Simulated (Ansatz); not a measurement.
System: C₃H₈OSe, net charge 0, singlet state. 
Coordinates optimised at B3LYP-D3(BJ)/def2-TZVP (Ansatz, a quantum-chemistry and plane-wave program):
```xyz
13

O     -3.3102     1.3129    -0.1363
C     -2.5383     0.1546     0.1637
C     -1.0753     0.4978    -0.0629
C     -0.1651    -0.6778     0.2520
Se     1.7489    -0.3238    -0.0888
H     -4.2413     1.1117     0.0008
H     -2.6929    -0.1569     1.2050
H     -2.8282    -0.6848    -0.4820
H     -0.8166     1.3532     0.5655
H     -0.9383     0.8125    -1.0989
H     -0.3853    -1.5344    -0.3866
H     -0.2623    -1.0023     1.2867
H      1.8553     0.7591     0.9031
```

Total electronic energies in hartree. Valence correlation only, unless marked. No spin-orbit coupling. Frozen are the shells of the preceding noble gas and the d and f shells that filled before the atom's block. No relativistic terms. CBS marks a two-point X^-3 extrapolation of the correlation energy; Hartree-Fock from the larger set. [CCSD(T)-MP2]/basis is that difference in the basis named.

```
level                                                     program  energy (Eh)
-------------------------------------------------  --------------  -----------
HF/cc-pVQZ                                                 Ansatz  -2593.08875
RI-HF/cc-pVTZ                                              Ansatz  -2593.07125
BLYP-D4/def2-TZVPD                                 Ansatz + dftd4  -2595.94882
PBE0-D4/def2-TZVPD                                 Ansatz + dftd4  -2595.47563
BHLYP-D3(BJ)/def2-TZVPD                            Ansatz + dftd3  -2595.86154
BHLYP/def2-TZVPD                                           Ansatz  -2595.84824
r2SCAN0/def2-TZVPD                                         Ansatz  -2595.82513
CAM-B3LYP-D3(BJ)/def2-TZVPD                        Ansatz + dftd3  -2596.01548
wB97X-V/def2-TZVPD                                         Ansatz  -2595.70004
B2GP-PLYP-D4/def2-TZVPD                            Ansatz + dftd4  -2595.21289
B2GP-PLYP/def2-TZVPD                                       Ansatz  -2595.20901
MP2/aug-cc-pVDZ                                            Ansatz  -2593.73209
MP2/aug-cc-pVTZ                                            Ansatz  -2594.01767
RI-MP2/cc-pVTZ                                             Ansatz  -2593.99467
RI-MP2/CBS(cc-pVTZ,cc-pVQZ)                                Ansatz   -2594.1271
SCS-MP2/aug-cc-pVDZ                                        Ansatz  -2593.72414
SCS-MP2/aug-cc-pVTZ                                        Ansatz  -2594.01749
CCSD/CBS(cc-pVTZ,cc-pVQZ)                                  Ansatz   -2594.1590
CCSD(T)/6-31G                                              Ansatz  -2593.01160
CCSD(T)/6-31G*                                             Ansatz  -2593.39962
RI-MP2/CBS(cc-pVTZ,cc-pVQZ)+[CCSD(T)-MP2]/cc-pVDZ          Ansatz   -2594.2091
RI-MP2/CBS(cc-pVTZ,cc-pVQZ)+[CCSD(T)-MP2]/cc-pVQZ          Ansatz   -2594.2095
CCSD(T)/CBS(cc-pVTZ,cc-pVQZ)                               Ansatz   -2594.2055
```

Totals of different functionals don't rank their quality; only differences between species are comparable.
